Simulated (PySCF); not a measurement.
A structure optimised at PBE-D3(BJ)/def2-SVP, used in a PySCF frequency run:

```
W
O 1 1.7238
O 1 1.7238 2 109.76
C 1 2.1165 2 108.47 3 -118.36
H 4 1.1098 1 112.54 2 59.59
H 4 1.1124 5 107.96 1 -120.95
H 4 1.1124 5 107.96 6 -118.11
C 1 2.1165 2 108.47 3 118.36
H 8 1.1098 1 112.54 2 -59.59
H 8 1.1124 9 107.96 1 120.95
H 8 1.1124 9 107.96 10 118.11
```

### Question
Write its SMILES, formula and point group.

### Answer
[CH3][W]([CH3])(=[O])=[O], C₂H₆O₂W, C2v

### Question
What are its rotational constants (standard atomic weights)?

### Answer
3.4916, 2.9845, 2.8046 GHz
